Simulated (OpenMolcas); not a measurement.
**A ladder of methods for SiH4O3 (SMILES O[SiH](O)O)**

The species is SiH4O3 (8 atoms), meant as a singlet with charge 0. As SMILES, `O[SiH](O)O`. Geometry: relaxed at PBE0-D4/def2-TZVP. This is one conformer, not always the lowest.

| atom | x (Å) | y (Å) | z (Å) |
| --- | --- | --- | --- |
| O | 0.0579 | 1.6188 | -0.2250 |
| Si | -0.1716 | 0.0826 | 0.2692 |
| O | 1.1693 | -0.8611 | 0.1965 |
| O | -1.2508 | -0.6397 | -0.7213 |
| H | 0.1768 | 1.7698 | -1.1645 |
| H | -0.6428 | 0.2094 | 1.6620 |
| H | 1.8949 | -0.6550 | 0.7868 |
| H | -1.1417 | -1.5817 | -0.8597 |

Quantity: the dipole moment, in D. The values are calculated.

```json
{"level": "SVWN5/6-311+G**", "kind": "LDA", "program": "OpenMolcas", "value (D)": "1.70", "CPU time": "79 s"}
{"level": "BLYP/6-311+G**", "kind": "GGA", "program": "OpenMolcas", "value (D)": "1.65", "CPU time": "86 s"}
{"level": "revPBE/6-311+G**", "kind": "GGA", "program": "OpenMolcas", "value (D)": "1.65", "CPU time": "72 s"}
{"level": "M06-L/6-311+G**", "kind": "meta-GGA", "program": "OpenMolcas", "value (D)": "1.67", "CPU time": "81 s"}
{"level": "r2SCAN/6-311+G**", "kind": "meta-GGA", "program": "OpenMolcas", "value (D)": "1.69", "CPU time": "86 s"}
{"level": "B3LYP/6-311+G**", "kind": "global hybrid", "program": "OpenMolcas", "value (D)": "1.69", "CPU time": "53 s"}
{"level": "BHLYP/6-311+G**", "kind": "global hybrid", "program": "OpenMolcas", "value (D)": "1.73", "CPU time": "53 s"}
{"level": "PBE0/6-311+G**", "kind": "global hybrid", "program": "OpenMolcas", "value (D)": "1.69", "CPU time": "56 s"}
```

The values span 1.65 to 1.73 D. Magnitudes only. Times are those of the runs behind each value, whatever else they computed, on shared processors of several kinds: orders of magnitude only.
